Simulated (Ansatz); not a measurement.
Cost and result for the atomization energy of CH4ClGeNO (9 atoms, 8 bonds).

Cartesian coordinates in Å:
```
N 1.341 0.193 -0.110
C 0.405 0.343 -1.026
O -0.785 0.029 -0.893
Ge -1.693 -1.219 0.505
Cl -0.529 -0.416 2.328
H 1.072 -0.105 0.829
H 2.279 0.503 -0.294
H 0.729 0.776 -1.979
H -2.820 -0.104 0.640
```

The species carries charge 0 and has multiplicity 1. Correlated methods include outer-core shells of Ge, which these sets cover unevenly. Scalar relativity is left out up to krypton. The bonds changed during the relaxation, so this is another structure than the one it started from. All single points use the PBE0-D4/def2-TZVP geometry. It is one conformer, not always the lowest. Program: Ansatz. All runs use 4 threads of an Arm Neoverse V1 on a shared host. Times are those of one run each, without the atoms' runs, and a repeat can differ threefold. Electronic energies, without spin–orbit coupling; frozen cores. CCSD(T)/CBS adds CCSD(T) − MP2 in def2-TZVPP to the MP2 limit, and its time is that of the two runs behind it. T1 = 0.015. With those shells the extrapolation isn't a true limit. B3LYP takes the VWN-RPA correlation (the form of Gaussian; ORCA's B3LYP/G).

CCSD(T)/CBS is a level of theory with its own doubt, some kJ/mol a heavy atom from the limit and from the frozen cores, so smaller differences don't rank the functionals.

```json
{"level": "PBE-D4/def2-TZVPP (with forces)", "functions": "239", "wall time": "2.7 s", "atomization (kJ/mol)": "3286.7", "difference from CCSD(T)/CBS": "119.7", "per bond": "15.0"}
{"level": "PBE0-D4/def2-TZVPP", "functions": "239", "wall time": "3.6 s", "atomization (kJ/mol)": "3177.8", "difference from CCSD(T)/CBS": "10.8", "per bond": "1.3"}
{"level": "r2SCAN-D4/def2-TZVPP (with forces)", "functions": "239", "wall time": "5.5 s", "atomization (kJ/mol)": "3183.9", "difference from CCSD(T)/CBS": "16.9", "per bond": "2.1"}
{"level": "B3LYP-D4/def2-TZVPP (with forces)", "functions": "239", "wall time": "6 s", "atomization (kJ/mol)": "3182.6", "difference from CCSD(T)/CBS": "15.6", "per bond": "1.9"}
{"level": "B2PLYP/def2-TZVPP", "functions": "239", "wall time": "6.5 s", "atomization (kJ/mol)": "3133.8", "difference from CCSD(T)/CBS": "-33.2", "per bond": "-4.2"}
{"level": "ωB97X-V/def2-TZVPP", "functions": "239", "wall time": "9 s", "atomization (kJ/mol)": "3185.0", "difference from CCSD(T)/CBS": "18.0", "per bond": "2.2"}
{"level": "ωB97M-V/def2-TZVPP (with forces)", "functions": "239", "wall time": "13 s", "atomization (kJ/mol)": "3183.4", "difference from CCSD(T)/CBS": "16.4", "per bond": "2.0"}
{"level": "MP2/def2-QZVPP", "functions": "450", "wall time": "26 s", "atomization (kJ/mol)": "3194.0", "difference from CCSD(T)/CBS": "27.0", "per bond": "3.4"}
{"level": "CCSD(T)/def2-TZVPP", "functions": "239", "wall time": "3.8 min", "atomization (kJ/mol)": "3062.2", "difference from CCSD(T)/CBS": "-104.8", "per bond": "-13.1"}
{"level": "CCSD(T)/CBS(def2)", "functions": "–", "wall time": "4.2 min", "atomization (kJ/mol)": "3167.0", "difference from CCSD(T)/CBS": "0.0", "per bond": "0.0"}
```

The D4 term adds +36.1 kJ/mol with B3LYP and +18.9 kJ/mol with PBE0; it sums over pairs of atoms, weighted by their polarisabilities, and B3LYP, whose exchange is more repulsive, gets the larger term. In def2-TZVPP, CCSD(T) changes the Hartree–Fock value by +949.9 kJ/mol (the triples alone add +69.1 kJ/mol) and MP2 by +1020.1 kJ/mol; breaking electron pairs costs correlation energy, which Hartree–Fock lacks. From PBE to PBE0 (25 % exact exchange), in def2-TZVPP and without D4, the atomization energy moves by −105.5 kJ/mol: exact exchange takes away binding that semilocal exchange gives to molecules.
